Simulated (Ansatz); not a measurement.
Geometry optimisation, RKS B3LYP-D4/def2-SVP in Ansatz 0.2.0.

input.yaml

```yaml
crystal:
  periodic: [false, false, false]
  atoms:
    - { symbol: "N", position_ang: [0.3959, 1.3179, 0.0102] }
    - { symbol: Si, position_ang: [0.48, -0.3536, -0.4976] }
    - { symbol: F, position_ang: [2.078, -0.7861, -0.5833] }
    - { symbol: F, position_ang: [-0.1473, -0.5441, -2.0184] }
    - { symbol: Te, position_ang: [-0.6856, -1.7951, 1.142] }
    - { symbol: H, position_ang: [0.08493, 1.91331, -0.86638] }
    - { symbol: H, position_ang: [1.3311, 1.67225, 0.26934] }
    - { symbol: H, position_ang: [-2.1293, -0.9172, 0.8479] }
basis:
  gaussian: { orbitals: def2-SVP }
hamiltonian:
  xc: b3lyp
  dispersion: d4
relax:
  f_tol: 0.015
  max_steps: 40
```

Launched with:

```bash
$ ansatz run input.yaml --threads 2 --pin off --max-ram 3072MiB --backend cpu --events-out ev --progress --plain --runs-dir out
```

Problem. Where does it end, and by what steps?

Solution. It converged. After 12 steps the energy has fallen by 0.422 eV; H7 moved furthest, 0.83 Å.

| step | energy less start (eV) | largest force component (eV/Å) | accepted |
| --- | --- | --- | --- |
| 0 | 0.0000 | 2.851 | yes |
| 1 | -0.1587 | 1.250 | yes |
| 2 | -0.2351 | 0.841 | yes |
| 3 | -0.3282 | 0.817 | yes |
| 4 | -0.3784 | 0.285 | yes |
| 5 | -0.4049 | 0.210 | yes |
| 6 | -0.4187 | 0.120 | yes |
| 7 | -0.4192 | 0.224 | yes |
| 8 | -0.4201 | 0.104 | yes |
| 9 | -0.4211 | 0.087 | yes |
| 10 | -0.4213 | 0.050 | yes |
| 11 | -0.4214 | 0.033 | yes |
| 12 | -0.4216 | 0.013 | yes |

```xyz
8
Properties=species:S:1:pos:R:3
N 0.438 1.292 -0.245
Si 0.508 -0.363 -0.603
F 1.997 -0.999 -0.713
F -0.111 -0.519 -2.089
Te -0.582 -1.765 1.138
H 0.490 2.000 -0.971
H 0.609 1.656 0.686
H -1.942 -0.796 1.101
```

Whether the end is a true minimum wasn't checked by a vibrational analysis.

The run took 44 s on 2 threads of Arm Neoverse V1, with other jobs on the host, peak memory 0.24 GiB.
